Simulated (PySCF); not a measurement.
H₂BrO₂Sb (SMILES [OH][Sb]([OH])[Br]), singlet, geometry from GFN2-xTB (all electrons, no relativity), with bond 2-1 at 1.8 times its length; CASSCF(2,4)/STO-3G run with PySCF.

PySCF was given this input:
```python
from pyscf import gto, scf, mcscf
import numpy

mol = gto.M(
    atom='''
Sb    0.256991    0.510895    0.637847
Br   -1.433843   -2.935950   -1.795303
O    -0.603906    1.884686   -0.411043
H    -1.526342    2.036148   -0.213389
O     1.825121    0.732562   -0.466892
H     2.532744    0.110863   -0.306716
''',
    basis='sto-3g',
    charge=0,
    spin=0,
    verbose=4,
)

mf = scf.RHF(mol)
mf.kernel()
mc = mcscf.CASSCF(mf, 4, 2)
mc.fix_spin_(ss=0.0)
mc.conv_tol = 1e-5
mc.kernel()
occ = numpy.linalg.eigvalsh(mc.fcisolver.make_rdm1(mc.ci, mc.ncas, mc.nelecas))[::-1]
ss = mc.fcisolver.spin_square(mc.ci, mc.ncas, mc.nelecas)[0]
print('natural occupations', occ.round(4), ' <S^2>', round(ss, 4))
```

It wrote (shortened):

```
PySCF version 2.14.0

[INPUT] verbose = 4
[INPUT] num. atoms = 6
[INPUT] num. electrons = 104
[INPUT] charge = 0
[INPUT] spin (= nelec alpha-beta = 2S) = 0
[INPUT] symmetry False subgroup None
[INPUT] Mole.unit = angstrom
[INPUT] Symbol           X                Y                Z      unit          X                Y                Z       unit  Magmom
[INPUT]  1 Sb     0.256991000000   0.510895000000   0.637847000000 AA    0.485642606478   0.965451628410   1.205356139375 Bohr   0.0
[INPUT]  2 Br    -1.433843000000  -2.935950000000  -1.795303000000 AA   -2.709570575625  -5.548141415417  -3.392630980610 Bohr   0.0
[INPUT]  3 O     -0.603906000000   1.884686000000  -0.411043000000 AA   -1.141216944982   3.561540370802  -0.776758695420 Bohr   0.0
[INPUT]  4 H     -1.526342000000   2.036148000000  -0.213389000000 AA   -2.884368352421   3.847762069081  -0.403246767995 Bohr   0.0
[INPUT]  5 O      1.825121000000   0.732562000000  -0.466892000000 AA    3.448978834192   1.384341549264  -0.882298009750 Bohr   0.0
[INPUT]  6 H      2.532744000000   0.110863000000  -0.306716000000 AA    4.786192503635   0.209500707348  -0.579609238022 Bohr   0.0

nuclear repulsion = 542.3743483371
number of shells = 27
number of NR pGTOs = 171
number of NR cGTOs = 57
basis = sto-3g
ecp = {}

******** <class 'pyscf.scf.hf.RHF'> ********
method = RHF
initial guess = minao
damping factor = 0
level_shift factor = 0
DIIS = <class 'pyscf.scf.diis.CDIIS'>
diis_start_cycle = 1
diis_space = 8
diis_damp = 0
SCF conv_tol = 1e-09
SCF conv_tol_grad = None
SCF max_cycles = 50
direct_scf = True
direct_scf_tol = 1e-13
Set gradient conv threshold to 3.16228e-05
Initial guess from minao.
init E= -8922.18129616118
  HOMO = -0.655865513849102  LUMO = -0.442736456657802  gap/eV = 5.79954
cycle= 1 E= -8944.57922039605  delta_E= -22.4  |g|= 0.439  |ddm|= 3.08
  HOMO = -0.0128097719700021  LUMO = -0.00815912827070786  gap/eV = 0.12655
cycle= 2 E= -8944.62178594714  delta_E= -0.0426  |g|= 0.254  |ddm|= 2.64
  HOMO = -0.14922070570371  LUMO = 0.0263481955581106  gap/eV = 4.77747
cycle= 3 E= -8944.67929196741  delta_E= -0.0575  |g|= 0.082  |ddm|= 1.78
  HOMO = -0.0984595150357591  LUMO = 0.000314093575514374  gap/eV = 2.68777
cycle= 4 E= -8944.69612182295  delta_E= -0.0168  |g|= 0.0428  |ddm|= 0.896
  HOMO = -0.124113692398803  LUMO = 0.0105955731598334  gap/eV = 3.66563
cycle= 5 E= -8944.69771092128  delta_E= -0.00159  |g|= 0.00591  |ddm|= 0.152
  HOMO = -0.125775298505551  LUMO = 0.0102975946227831  gap/eV = 3.70273
cycle= 6 E= -8944.69777248541  delta_E= -6.16e-05  |g|= 0.00269  |ddm|= 0.0341
  HOMO = -0.124751868287012  LUMO = 0.0099378586059472  gap/eV = 3.66509
cycle= 7 E= -8944.69778717686  delta_E= -1.47e-05  |g|= 0.000665  |ddm|= 0.0186
  HOMO = -0.125184693056046  LUMO = 0.0102280366184612  gap/eV = 3.68477
cycle= 8 E= -8944.69778820223  delta_E= -1.03e-06  |g|= 0.000251  |ddm|= 0.00481
  HOMO = -0.125060833165495  LUMO = 0.010102581344242  gap/eV = 3.67798
cycle= 9 E= -8944.69778840064  delta_E= -1.98e-07  |g|= 0.000123  |ddm|= 0.00218
  HOMO = -0.125124019046996  LUMO = 0.010146644250934  gap/eV = 3.68090
cycle= 10 E= -8944.69778850234  delta_E= -1.02e-07  |g|= 9.04e-05  |ddm|= 0.00174
  HOMO = -0.125102629431802  LUMO = 0.0101306009285941  gap/eV = 3.67988
cycle= 11 E= -8944.69778858466  delta_E= -8.23e-08  |g|= 7.91e-05  |ddm|= 0.00168
  HOMO = -0.125102559470437  LUMO = 0.0101345614839983  gap/eV = 3.67999
cycle= 12 E= -8944.69778876857  delta_E= -1.84e-07  |g|= 5.19e-05  |ddm|= 0.00501
  HOMO = -0.125106825724421  LUMO = 0.0101356507250898  gap/eV = 3.68014
cycle= 13 E= -8944.69778887385  delta_E= -1.05e-07  |g|= 1.11e-05  |ddm|= 0.00659
  HOMO = -0.125105568431178  LUMO = 0.0101343838879367  gap/eV = 3.68007
cycle= 14 E= -8944.69778887613  delta_E= -2.28e-09  |g|= 2.88e-06  |ddm|= 0.001
  HOMO = -0.12510605636322  LUMO = 0.0101347695451961  gap/eV = 3.68009
cycle= 15 E= -8944.69778887624  delta_E= -1.09e-10  |g|= 7.67e-07  |ddm|= 0.0001
  HOMO = -0.125105766057069  LUMO = 0.010134701189907  gap/eV = 3.68008
Extra cycle  E= -8944.69778887619  delta_E= 5.09e-11  |g|= 4.98e-07  |ddm|= 5.13e-06
converged SCF energy = -8944.69778887619

******** <class 'pyscf.mcscf.mc1step.CASSCF'> ********
CAS (1e+1e, 4o), ncore = 51, nvir = 2
max_cycle_macro = 50
max_cycle_micro = 4
conv_tol = 1e-05
conv_tol_grad = None
orbital rotation max_stepsize = 0.02
orbital rotation threshold for CI restart = 0.01
augmented hessian ah_max_cycle = 30
augmented hessian ah_conv_tol = 1e-12
augmented hessian ah_linear dependence = 1e-14
augmented hessian ah_level shift = 1e-08
augmented hessian ah_start_tol = 2.5
augmented hessian ah_start_cycle = 3
augmented hessian ah_grad_trust_region = 3
kf_trust_region = 3
kf_interval = 4
ci_response_space = 4
ci_grad_trust_region = 3
with_dep4 0
natorb = False
canonicalization = True
sorting_mo_energy = False
ao2mo_level = 2
internal_rotation = False
******** <class 'pyscf.fci.addons.SpinPenaltyFCISolver'> ********
max. cycles = 50
conv_tol = 1e-08
davidson only = True
linear dependence = 1e-12
level shift = 0.001
max iter space = 12
nroots = 1
pspace_size = 400
spin = None
CASCI E = -8944.80309810902  S^2 = 0.0000000
Set conv_tol_grad to 0.00316228
macro iter   1 ( 11 JK    3 micro), CASSCF E = -8944.80617479332  dE = -3.07668430e-03  S^2 = 0.0000000
               |grad[o]|=0.057  |grad[c]|=0.00265  |ddm|=0.016  |maxRot[o]|=0.0422
macro iter   2 (  3 JK    1 micro), CASSCF E = -8944.80617544487  dE = -6.51549271e-07  S^2 = 0.0000000
               |grad[o]|=0.000592  |grad[c]|=5.35e-05  |ddm|=0.000335  |maxRot[o]|= 0.02
macro iter   3 (  1 JK    1 micro), CASSCF E = -8944.80617544550  dE = -6.31189323e-10  S^2 = 0.0000000
               |grad[o]|=0.000139  |grad[c]|=1.6e-05  |ddm|=5.52e-05  |maxRot[o]|=    0
1-step CASSCF converged in   3 macro ( 15 JK   5 micro) steps
CASSCF canonicalization
Density matrix diagonal elements [1.08377905e+00 9.16048681e-01 1.81672422e-07 1.72084626e-04]
CASSCF energy = -8944.80617544550
CASCI E = -8944.80617544550  E(CI) = -0.717400705005275  S^2 = 0.0000000
natural occupations [1.0948 0.9052 0.     0.    ]  <S^2> 0.0
```
